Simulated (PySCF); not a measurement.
**Electron correlation in B²⁺ (boron, charge +2)**

[He] 2s1, 2S determinant. All numbers are calculated (PySCF 2.14, the spin-free X2C one-electron Hamiltonian (Gaussian nucleus), in x2c-QZVPPall with one added diffuse shell each of s, p, d, f type (8s5p4d3f1g, 73 functions)). Frozen: nothing; 3 electrons correlated.

MP2 pair energies summed by pair of shells (mhartree):

| pair | energy | share (%) |
| --- | --- | --- |
| 1s-1s | -14.68 | 85.7 |
| 1s-2s | -2.45 | 14.3 |

Total MP2 correlation energy: -17.13 mhartree.

Same-spin part -0.37 and opposite-spin part -16.77 mhartree; SCS-MP2 scales them by 1/3 and 6/5 to -20.24 mhartree.

This basis was not built for core-valence correlation, so the inner-shell part is incomplete.
